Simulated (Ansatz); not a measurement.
Geometry optimisation, RKS B3LYP/def2-SVP in Ansatz.

The input (input.yaml):

```yaml
crystal:
  periodic: [false, false, false]
  atoms:
    - { symbol: Ta, position_ang: [0.0, 0.0, 0.0] }
    - { symbol: O, position_ang: [2.02, 0.0, 0.0] }
    - { symbol: H, position_ang: [2.3571, -0.5308, 0.7903] }
    - { symbol: Cl, position_ang: [0.0, 0.0, 2.47] }
    - { symbol: O, position_ang: [0.0, 0.0, -2.02] }
    - { symbol: H, position_ang: [-0.6343, -0.71, -2.3571] }
    - { symbol: O, position_ang: [-1.01, 1.7493, 0.0] }
    - { symbol: H, position_ang: [-1.4859, 1.8638, 0.8834] }
    - { symbol: Cl, position_ang: [-1.235, -2.139, 0.0] }
basis:
  gaussian: { orbitals: def2-SVP }
hamiltonian:
  xc: b3lyp
relax:
  f_tol: 0.02
  max_steps: 40
output:
  orbitals: {}
```

Command:

```bash
$ ansatz run input.yaml --threads 2 --pin off --max-ram 3072MiB --backend cpu --events-out ev --progress --plain --runs-dir out
```

Task: Where does it end, and by what steps?

Result: It converged. The force dipped under the threshold on the way, but the program's further checks kept it going. After 13 steps the energy has fallen by 1.158 eV; H6 moved furthest, 0.79 Å.

```tsv
step	energy less start (eV)	largest force component (eV/Å)	accepted
0	0.0000	2.303	yes
1	-0.6886	1.644	yes
2	-0.9182	1.550	yes
3	-1.0742	0.776	yes
4	-1.1177	0.579	yes
5	-1.1196	1.107	yes
6	-1.1353	0.704	yes
7	-1.1391	0.404	yes
8	-1.1537	0.044	yes
9	-1.1561	0.330	yes
10	-1.1575	0.069	yes
11	-1.1578	0.010	yes
12	-1.1116	1.752	no
13	-1.1578	0.010	yes
```

```xyz
9
Properties=species:S:1:pos:R:3
Ta -0.130 -0.197 0.013
O 1.779 -0.264 -0.021
H 2.316 -0.147 0.775
Cl 0.107 0.077 2.409
O -0.216 -0.241 -1.856
H -0.230 -0.206 -2.816
O -1.096 1.449 0.070
H -1.211 1.955 0.887
Cl -1.308 -2.192 0.306
```

Whether the end is a true minimum wasn't checked by a vibrational analysis.

Run time: 79 s on 2 threads of Arm Neoverse V1, with other jobs on the host, peak memory 0.33 GiB.
